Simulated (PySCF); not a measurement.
Labels have come off several samples. The candidates:

A. SMILES CC/C=C/CC
B. `FC(F)=C(F)P1C=CC(F)C=C1`
C. SMILES O=c1occo1

Spectrum 1. 13C{1H} NMR (computed): δ 168.5 (C), 142.4 (CH), 135.8 (C), 130.1 (CH), 90.9 (CH).

Spectrum 2. 13C{1H} NMR (computed): δ 158.0 (C), 138.0 (CH).

Spectrum 3. 13C{1H} NMR (computed): δ 140.1 (CH), 32.3 (CH2), 17.7 (CH3).

- geometry from GFN2-xTB
- PBE0/pcSseg-1 with gauge-including orbitals
- spin–spin couplings from B3LYP/pcJ-1
- run in PySCF
- relativity neglected, single conformer, equivalent nuclei averaged, in vacuum

Shifts are taken against calculated references (same method and geometry level): 13C (186.93 ppm) against TMS. Splittings of carbon signals by F and P are missing where no couplings were computed. Shifts are as computed. Against solution values, carbons near 30 ppm lie about +3 ppm off and those near 130 ppm about +5 ppm. Of 1211 compounds with measured shifts, 218 miss one by over three times the rms of a fit or turn the order of signals round; such compounds aren't used in these exercises.

**Question.** Match each spectrum to its structure.

**Answer.** 1–B, 2–C, 3–A.

- Spectrum 1 (B): 5 13C signals; δC 142.4 is an alkene CH; δC 135.8 is a fully substituted alkene carbon.
- Spectrum 2 (C): 2 13C signals; δC 158.0 is a ring carbonyl carbon; δC 138.0 is a unsaturated ring CH.
- Spectrum 3 (A): 3 13C signals; δC 140.1 is an alkene CH; δC 32.3 is an allylic sp3 CH2.
